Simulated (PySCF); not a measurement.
## Fractional electron number in V²⁺ (vanadium, charge +2)

The 3d alpha orbital of [Ar] 3d3 is emptied in steps (occupation f), with all orbitals relaxed, ending at [Ar] 3d2. Computed with PySCF 2.14 in def2-TZVP, with no relativity, point nucleus. The exact energy is a straight line in f; departures are measured from the line between the end points of the same method.

| f | UHF (eV) | LDA (eV) | PBE (eV) |
| --- | --- | --- | --- |
| 1 | 0.000 | 0.000 | 0.000 |
| 0.8 | 0.258 | -1.238 | -1.210 |
| 0.6 | 0.376 | -1.877 | -1.832 |
| 0.4 | 0.366 | -1.896 | -1.848 |
| 0.2 | 0.237 | -1.276 | -1.242 |
| 0 | 0.000 | 0.000 | 0.000 |

Problem. For UHF, how does the orbital energy at f = 1 compare with the removal energy?

Solution. −ε = 30.435 eV against a total-energy difference of 28.771 eV. By Janak's theorem ε = ∂E/∂f, so the gap between them reflects the curvature. Along the path −ε is 29.700 (f = 0.8), 29.030 (f = 0.6), 28.415 (f = 0.4), 27.849 (f = 0.2) eV.

| method | E(f=0) − E(f=1) (eV) | −ε at f=1 (eV) | −ε at f=0.4 (eV) |
| --- | --- | --- | --- |
| UHF | 28.771 | 30.435 | 28.415 |
| LDA | 30.402 | 22.755 | 31.888 |
| PBE | 30.203 | 22.720 | 31.666 |

Reference removal energy between the ground levels: 29.311 eV (measured; NIST Atomic Spectra Database, ionization energies). The calculation has no spin-orbit coupling. The determinant left behind need not be the lowest term of the ion. UHF lacks correlation.
